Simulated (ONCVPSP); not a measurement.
**Co: from the effect back to the setting (ONCV)**

Base potential:

Co, optimised norm-conserving Vanderbilt (ONCV), made with ONCVPSP 4.0.1 (LDA (Perdew-Zunger), fully relativistic). Core [Ne], reference 3s2 3p6 3d7 4s2. Waves: 3s+4s: rc 1.25 bohr, ncon 4, nbas 8, qcut 10.2 1/bohr, 2 projectors; 3p: rc 0.85 bohr, ncon 4, nbas 8, qcut 7.9 1/bohr, 2 projectors, debl 2.6 Ha; 3d: rc 1.70 bohr, ncon 4, nbas 9, qcut 11 1/bohr, 2 projectors, debl 2.4 Ha. Local part: polynomial inside 0.85 bohr (lpopt 5, dvloc0 0 Ha). Core correction: none.

Open shells are filled in proportion to 2j + 1.

Cutoffs, loose and tight: the cutoffs (Ha) at which the residual kinetic energy of the hardest occupied pseudo-wave falls to 1 and 0.1 mHa per electron. They do not see the model core or the augmentation charge, which bear on the density cutoff. Test errors are all-electron minus pseudo excitation energies from the reference, over the configurations 3s2 3p6 3d7 4s1; 3s2 3p6 3d7 4s0; 3s2 3p6 3d6 4s0; 3s2 3p6 3d6 4s2 4p1; variants that change the core or the reference have their own tests.

Only the d radius is moved (1 further runs of the sweep failed or gave no value and are left out):

| d radius (bohr) | cutoff, loose | cutoff, tight | bound ghosts | largest test error (meV) | median size of the test errors |
| --- | --- | --- | --- | --- | --- |
| 1.14 | 58 Ha | 199 Ha | none | +20 | 5.1 meV |
| 1.32 | 51 Ha | 148 Ha | none | +32 | 9.3 meV |
| 1.52 | 46 Ha | 148 Ha | none | +54 | 16.7 meV |
| 1.96 | 37 Ha | 148 Ha | none | +130 | 44.9 meV |
| 2.12 | 38 Ha | 148 Ha | none | +147 | 51.7 meV |
| 2.34 | 42 Ha | 148 Ha | none | -468 | 230.0 meV |

Question: One more run gave cutoff, loose: 40 Ha; cutoff, tight: 148 Ha; bound ghosts: none; largest test error (meV): +92; median size of the test errors: 30.7 meV. Which value of the d radius was used?

Answer: 1.78 bohr. The median size of the test errors moves one way along this sweep, from 5.1 meV at 1.14 to 230.0 meV at 2.34 bohr, which places the run between 1.52 and 1.96 bohr.
